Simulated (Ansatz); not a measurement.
`CS[SiH]1CC1` → `C1CSC[SiH2]1`  (isomerisation)

Calculated with Ansatz (gas phase, PBE0-D4/def2-TZVP geometries, no zero-point term in ΔE). CCSD(T)/CBS is the MP2 limit (def2-TZVPP, def2-QZVPP) plus CCSD(T) − MP2 in def2-TZVPP, frozen cores. DFT in def2-TZVPP. HSE06 is defined as in plane-wave codes. One conformer a species, not always the lowest.

`CS[SiH]1CC1`:

```xyz
13

C     1.812   -1.355   -1.173
S     1.760    0.294   -0.406
Si   -0.322    0.630   -0.367
C    -1.018    1.519    1.087
C    -1.344    0.007    1.038
H     1.307   -2.091   -0.549
H     1.367   -1.340   -2.168
H     2.864   -1.623   -1.263
H    -0.969    0.781   -1.690
H    -1.851    2.199    0.944
H    -0.348    1.836    1.879
H    -0.876   -0.604    1.803
H    -2.383   -0.254    0.864
```

`C1CSC[SiH2]1`:

Z-matrix (Å, degrees):
```
C
Si 1 1.887
C 1 1.527 2 106.2
H 1 1.093 2 108.8 3 -118.2
H 1 1.093 2 112.8 3 122.3
C 2 1.891 1 100.3 3 12.9
H 2 1.487 1 112.3 3 131.5
H 2 1.490 1 112.9 3 -105.8
S 3 1.813 1 110.2 2 -39.4
H 3 1.092 1 112.7 2 -157.9
H 3 1.094 1 111.0 2 81.4
H 6 1.093 2 112.6 1 -103.8
H 6 1.091 2 112.2 1 133.8
```

| level | ΔE (kJ/mol) |
| --- | --- |
| BLYP-D4 | -44.8 |
| ωB97M-V | -51.3 |
| BLYP | -34.2 |
| PBE0 | -45.9 |
| HSE06 | -46.0 |
| MP2/def2-SVP | -57.5 |
| HF/def2-TZVPP | -56.6 |
| SCS-MP2/def2-TZVPP | -55.2 |

(1) What does CCSD(T)/CBS give? (An estimate is asked.)

Largest T1 diagnostic among the species: 0.011.

Results:

(1) Ansatz gave: -54.3 kJ/mol. The listed levels differ from it by 9.5, 3.0, 20.1, 8.4, 8.3, -3.2, -2.3, -0.9 kJ/mol.

From r2SCAN to r2SCAN0 (25 % exact exchange), in def2-TZVPP and without D4, ΔE moves by −5.7 kJ/mol. Leaving LDA and LC-ωPBE aside and taking each functional with its dispersion term where it has one, the values, not all of them listed here, spread over 19.2 kJ/mol, from BHLYP-D4 to B97M-V. LDA lies −15.5 kJ/mol from PBE without D4. The D4 term adds −7.4 kJ/mol with B3LYP and −3.5 kJ/mol with PBE0; it sums over pairs of atoms, weighted by their polarisabilities, and B3LYP, whose exchange is more repulsive, gets the larger term.

B3LYP here is the variant with VWN-RPA as its local correlation; programs differ in this.
